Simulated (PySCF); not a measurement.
C₄H₇FSi. Atoms are numbered in the order given.

```xyz
13

F     -0.9835     1.5230     0.9818
C     -0.9034     0.7591    -0.1661
C     -1.9544    -0.3806    -0.3006
C     -0.7451    -1.2792    -0.4328
C      0.1764    -0.3147    -0.1954
Si     2.0353    -0.2772    -0.0116
H     -0.8758     1.4507    -1.0258
H     -2.6571    -0.3243    -1.1497
H     -2.5236    -0.5185     0.6323
H     -0.6520    -2.3435    -0.6714
H      2.4177     0.0943     1.3781
H      2.6211     0.7307    -0.9394
H      2.5864    -1.6231    -0.3284
```
Charge 0, spin multiplicity 1.

Geometry: TPSSh-D3(BJ)/def2-SVP. The structure was generated by enumeration; whether it is a known compound was not checked.

Level of theory: SMD-PBE0/def2-SVP in PySCF.

Solvation free energies are E(SMD) − E(gas) at the gas-phase geometry, for 1 M in both phases. In vacuum the dipole moment is 1.92 D.

Computed solvation free energies in water, tetrahydrofuran, ethanol:
| solvent | ΔG(solv) (kcal/mol) | its non-electrostatic (CDS) part | dipole (D) |
|---|---|---|---|
| water | 0.8 | 4.0 | 2.56 |
| tetrahydrofuran | -3.3 | -0.7 | 2.43 |
| ethanol | -3.6 | -0.6 | 2.53 |
